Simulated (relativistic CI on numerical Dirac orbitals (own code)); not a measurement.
**Ru⁶⁺: 3p photoemission**

Computed with this model: Dirac-Coulomb-Breit CI, orbitals from a KLI potential per configuration, a model potential for QED, valence Slater integrals scaled by 0.8, multiplet model of photoemission in the sudden approximation; configurations [Kr] 4d2 → [Ne] 3s2 3p5 3d10 4s2 4p6 4d2; 80 K; Lorentzian 2.8 eV and Gaussian 0.6 eV FWHM. Energies are those of the free ion, without screening or charge transfer. The energies are binding energies and can lie tens of eV above those of solids. S is read from ⟨S²⟩ = S(S + 1).

free ion: ground-state S = 0.98, centroid 577.40 eV. Peaks (eV, height): 569.8 (100), 592.6 (52).

Strongest unbroadened transitions for free ion:

```csv
Energy (eV),Relative strength
569.19,24.6
569.32,37.9
569.62,34.4
569.81,100.0
570.13,37.4
570.41,9.2
570.83,4.4
571.25,2.0
571.37,1.0
571.75,2.2
571.78,0.6
572.36,0.4
572.39,2.3
572.47,0.4
592.34,74.9
592.83,50.4
592.97,2.0
594.28,1.0
```
